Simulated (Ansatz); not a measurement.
Basis-set extrapolation for `COC(=O)CC#N` (PBE0-D4/def2-TZVP geometry, frozen core, Ansatz 0.2.0). Multiplicity 1, RHF reference.

|  | def2-TZVPP | def2-QZVPP |
| --- | --- | --- |
| HF | -358.703776 | -358.719307 |
| MP2 correlation | -1.286483 | -1.377418 |
| CCSD(T) correlation | -1.367069 | not run |

Energies in hartree. Use E(X) = E(∞) + A·exp(−7.88·√X) for Hartree–Fock and E(X) = E(∞) + B·X^(−2.97) for correlation, with X = 3 and 4, and add CCSD(T) minus MP2 of the smaller set to the MP2 limit.

**Question.** What is the CCSD(T) energy at the basis-set limit?

**Answer.** HF limit: -358.719307 + (-0.015531) × 0.13774 = -358.72145. MP2 limit: -1.377418 + (-0.090935) × 0.74074 = -1.44478. Higher-order term: -1.367069 − (-1.286483) = -0.08059. Total: -360.24682 hartree, 462.0 kJ/mol below CCSD(T)/def2-TZVPP.
